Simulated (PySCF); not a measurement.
Dipole response of Si⁺ (silicon, charge +1)

[Ne] 3s2 3p1, 2P determinant. All numbers are calculated (PySCF 2.14, no relativity, point nucleus, in dyall-av2z (13s9p2d, 50 functions)). Coupled (time-dependent) response in atomic units; α is the mean over directions. A double-zeta set is small for polarisabilities.

```
 method  mean α (bohr³)         α xx, yy, zz  C₆ (like pair)  S(−4)
    UHF           19.77  19.25, 20.79, 19.25           107.3  155.2
    PBE           19.29  18.57, 20.73, 18.57           102.6  149.3
   PBE0           19.27  18.66, 20.50, 18.66           102.8  147.3
  B3LYP           19.15  18.42, 20.60, 18.42           101.5  146.7
wB97X-V           19.36  18.81, 20.47, 18.81           103.7  148.0
```

S(−4) is the Cauchy moment in α(ω) = α(0) + S(−4) ω² + …

α(iu) at wB97X-V:

```json
{"u (hartree)": "0", "α(iu) (bohr³)": "19.36"}
{"u (hartree)": "0.0500", "α(iu) (bohr³)": "19.00"}
{"u (hartree)": "0.100", "α(iu) (bohr³)": "17.99"}
{"u (hartree)": "0.200", "α(iu) (bohr³)": "14.88"}
{"u (hartree)": "0.300", "α(iu) (bohr³)": "11.58"}
{"u (hartree)": "0.500", "α(iu) (bohr³)": "6.842"}
{"u (hartree)": "0.750", "α(iu) (bohr³)": "3.847"}
{"u (hartree)": "1.00", "α(iu) (bohr³)": "2.408"}
{"u (hartree)": "1.50", "α(iu) (bohr³)": "1.189"}
{"u (hartree)": "2.00", "α(iu) (bohr³)": "0.7110"}
{"u (hartree)": "3.00", "α(iu) (bohr³)": "0.3452"}
{"u (hartree)": "5.00", "α(iu) (bohr³)": "0.1403"}
```

For an ion, C₆ is the dispersion term alone; charge-induced terms of lower order in 1/R come first.

The components differ because the open shell of this determinant is not spherical; for a pure term their mean is the scalar polarisability.
